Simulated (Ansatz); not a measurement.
`C[O][Sn][OH]` and `C[O][Sn][S]C` differ in one atom or group.

Ansatz, PBE0-D4/def2-TZVP geometries, multiplicity 1. Each molecule was computed in one conformer, which needn't be the lowest.

Elements past krypton have def2 core potentials.

| property | `C[O][Sn][OH]` |
| --- | --- |
| HOMO–LUMO gap (B3LYP/def2-TZVPP) / eV | 5.25 |
| LUMO energy (PBE/def2-TZVPP) / eV | -2.61 |
| LUMO energy (B3LYP/def2-TZVPP) / eV | -2.20 |
| HOMO energy (ωB97M-V/def2-TZVPP) / eV | -9.85 |
| HOMO–LUMO gap (ωB97M-V/def2-TZVPP) / eV | 9.60 |
| size of the dipole moment (B3LYP/def2-TZVPP) / D | 0.38 |

Question: What does the change do to each property? (Best estimate.)

Answer: Ansatz gave: 
| property | `C[O][Sn][S]C` | shift |
| --- | --- | --- |
| HOMO–LUMO gap (B3LYP/def2-TZVPP) / eV | 4.12 | -1.13 |
| LUMO energy (PBE/def2-TZVPP) / eV | -2.84 | -0.23 |
| LUMO energy (B3LYP/def2-TZVPP) / eV | -2.42 | -0.22 |
| HOMO energy (ωB97M-V/def2-TZVPP) / eV | -8.79 | 1.06 |
| HOMO–LUMO gap (ωB97M-V/def2-TZVPP) / eV | 8.27 | -1.33 |
| size of the dipole moment (B3LYP/def2-TZVPP) / D | 0.56 | 0.18 |

With PBE0 the HOMO rises by 0.88 eV and the LUMO falls by 0.25 eV, so the gap narrows by about 1.13 eV. PBE moves the HOMO by 0.69 eV and ωB97M-V by 1.06 eV. Dipoles are sizes alone; their direction can turn.

B3LYP here is the variant with VWN-RPA as its local correlation; programs differ in this.
